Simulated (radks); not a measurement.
The numbers below are computed, except where a source is named.
Q: All-electron atom: Sr2+ in [Kr]. Level of theory: Dirac Kohn-Sham, LDA (Slater exchange, Perdew-Wang correlation), spin-unpolarised, spherical densities, finite nucleus; Fermi nuclear charge, rms radius 4.224 fm (a radial shooting solver on a logarithmic mesh with Libxc functionals). Some entries of the table are withheld. Estimate them.

orbital  occ.  eigenvalue (hartree)  <r> (bohr)  <1/r> (bohr^-1)
1s1/2       2             -585.0619     0.03921            38.95
2s1/2       2             -79.67632      0.1724            8.767
2p1/2       2             -72.61747      0.1476            8.746
2p3/2       4             -70.10815      0.1518            8.406
3s1/2       2             -12.74101      0.4929            2.930
3p1/2       2             -10.17646      0.4920              (1)
3p3/2       4              -9.79088      0.5025              (2)
3d3/2       4              -5.27054         (3)            2.521
3d5/2       6              -5.20318         (4)            2.500
4s1/2       2              -2.01536       1.350            1.000
4p1/2       2              -1.37690       1.526           0.8745
4p3/2       4              -1.33253       1.558           0.8531

A: 
(1) 3p1/2 <1/r> (bohr^-1): 2.824
(2) 3p3/2 <1/r> (bohr^-1): 2.742
(3) 3d3/2 <r> (bohr): 0.4964
(4) 3d5/2 <r> (bohr): 0.5001
